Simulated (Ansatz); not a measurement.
**Question.** Predict a relaxed structure of `CC[SiH](C)C[SiH](C)C[SiH](C)C`, charge 0, singlet, at PBE-D4/def2-SVP (Ansatz).

**Answer.** 
Cartesian coordinates in Å:
```
C 1.660 1.885 2.763
C 2.236 0.487 2.499
Si 2.896 0.224 0.735
C 4.365 1.375 0.404
C 1.528 0.520 -0.547
Si -0.115 -0.373 -0.230
C 0.174 -2.219 0.064
C -1.311 -0.113 -1.679
Si -2.995 -0.975 -1.554
C -4.093 -0.496 -3.021
C -3.853 -0.528 0.074
H 2.415 2.682 2.592
H 1.301 1.997 3.807
H 0.798 2.102 2.098
H 3.067 0.267 3.206
H 1.465 -0.290 2.698
H 3.369 -1.207 0.614
H 5.186 1.196 1.128
H 4.063 2.439 0.485
H 4.772 1.217 -0.616
H 1.325 1.612 -0.610
H 1.912 0.215 -1.546
H -0.739 0.222 1.011
H 0.851 -2.389 0.926
H 0.640 -2.691 -0.826
H -0.779 -2.748 0.265
H -1.484 0.980 -1.796
H -0.809 -0.452 -2.613
H -2.776 -2.471 -1.591
H -3.611 -0.761 -3.985
H -5.072 -1.015 -2.976
H -4.287 0.597 -3.028
H -3.257 -0.858 0.949
H -3.990 0.571 0.157
H -4.853 -1.002 0.141
```
 This is one stationary point.
